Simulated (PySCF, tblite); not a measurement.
# Complex of silylene SiCl2 and 2 × hydrogen fluoride

A gas-phase complex of silylene SiCl2 and 2 × hydrogen fluoride; neutral, singlet. The structure comes from a short search (6 tight-binding starts) and was relaxed by PBE0-D3(BJ)/def2-SVPD; another way of binding may lie lower. Frequencies by PBE0-D3(BJ)/def2-SVPD show no clear imaginary mode.

Parts: 1 = silylene SiCl2 (Cl[Si]Cl), atoms 1–3; 2 = hydrogen fluoride (F), atoms 4–5; 3 = hydrogen fluoride (F), atoms 6–7.

```
atom  part   x (Å)   y (Å)   z (Å)
 Cl1     1  -1.493   0.053   1.086
 Si2     1   0.717   0.194   0.956
 Cl3     1   0.910  -0.336  -1.085
  F4     2  -1.667   2.354  -0.669
  H5     2  -1.902   1.540  -0.230
  F6     3   0.518   2.267   0.409
  H7     3  -0.293   2.448  -0.092
```

Contacts between parts, classed by geometry: H7···F4 1.493 Å (hydrogen bond, 163°); H5···Cl1 2.027 Å (hydrogen bond, 151°).

Deforming the relaxed parts to their shape here costs 4.9 kcal/mol, which the interaction energies leave out.

Interaction energies are complex less parts, with the parts frozen as they stand in it; counterpoise-corrected, in kcal/mol (PySCF).

**Question.** How strongly do the parts interact, level by level?

**Answer.** 
```tsv
level	interaction	superposition error removed
wB97M-D3(BJ)/def2-TZVPD	-20.09	-0.32
PBE0-D3(BJ)/def2-TZVPD	-21.75	-0.35
```

**Question.** What holds them together? Decompose the wB97M-D3(BJ)/def2-TZVPD energy: frozen parts, their antisymmetrised product, then relaxation.

**Answer.** electrostatic -54.9, Pauli repulsion +84.3, orbital relaxation -46.8, dispersion correction -3.0 kcal/mol, which sum to the value before the counterpoise correction; the Pauli term holds the exchange-correlation of the frozen density too. Of the attraction, 52 % is electrostatic, 45 % is orbital relaxation, 3 % is dispersion correction.

The parts were also relaxed and run alone, at the levels used for the complex: vibrations by PBE0-D3(BJ)/def2-SVPD; shieldings by PBE0/pcSseg-2; core levels by delta-SCF with SCAN, pcX-2 on the ionised atom and pcseg-1 elsewhere, spin-free X2C (2p3/2 is the spin-free 2p value less a third of a first-order spin-orbit splitting).

Values alone: F6–H7 bond (Å): 0.920; stretch carried by H7 (cm⁻¹, harmonic): 4151; its infrared intensity (km/mol): 127; shielding of H7 (ppm): 29.19; shielding of F4 (ppm): 410.9; shielding of H5 (ppm): 29.19; shielding of Cl1 (ppm): 410.3; Cl1 2p3/2 core level (eV): 206.18; F4 1s core level (eV): 694.12; F6 1s core level (eV): 694.12.

**Question.** What does binding change?

**Answer.** 
| property | alone | in the complex | change |
| --- | --- | --- | --- |
| F6–H7 bond (Å) | 0.920 | 0.970 | +0.050 |
| stretch carried by H7 (cm⁻¹, harmonic) | 4151 | 3114 | -1037 |
| its infrared intensity (km/mol) | 127 | 591 |  |
| shielding of H7 (ppm) | 29.19 | 20.02 | -9.17 |
| shielding of F4 (ppm) | 410.9 | 328.5 | -82.4 |
| shielding of H5 (ppm) | 29.19 | 23.32 | -5.87 |
| shielding of Cl1 (ppm) | 410.3 | 661.3 | +251.1 |
| Cl1 2p3/2 core level (eV) | 206.18 | 206.13 | -0.05 |
| F4 1s core level (eV) | 694.12 | 694.51 | +0.40 |
| F6 1s core level (eV) | 694.12 | 694.39 | +0.27 |

Density functionals tend to overstate the lengthening and the red shift of so strongly bound an X–H bond.

The 5 runs behind this took 7.1 min in all, one thread each of Arm Neoverse V2 on a shared host, launched as `OMP_NUM_THREADS=1 python cluster_run.py task.json out`.
